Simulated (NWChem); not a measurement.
System: CuNH₄S; SMILES [NH3]->[Cu][SH]

The following NWChem deck was run.

```
start job
memory heap 200 mb stack 900 mb global 1100 mb
geometry units angstroms noautosym nocenter noautoz
  Cu    -0.035111     0.236860    -0.000285
  S     -0.079417    -1.900708    -0.000489
  H      1.269929    -2.015019     0.000134
  N     -0.043603     2.198772    -0.000329
  H     -0.993795     2.570239    -0.048457
  H      0.464049     2.589599    -0.795561
  H      0.381307     2.589607     0.842031
end
basis spherical
  * library def2-tzvp
end
dft
  xc pbe0
  iterations 150
end
property
  efieldgrad
end
task dft property
```

The geometry was optimised at PBE0/def2-SVP.

Vzz is the largest principal value of the second derivative of the potential at the nucleus (NWChem prints the opposite sign); η is the asymmetry. Non-relativistic.

Atoms are numbered as in the input.

Q: Predict the main results of this run. (PBE0/def2-TZVP.) Quantities: Vzz Cu1 (a.u.); η Cu1; Vzz S2 (a.u.); η S2; Vzz N4 (a.u.); η N4.

A: 
```yaml
Vzz Cu1 (a.u.): -0.774
"η Cu1": 0.60
Vzz S2 (a.u.): 1.935
"η S2": 0.82
Vzz N4 (a.u.): -0.612
"η N4": 0.00
```
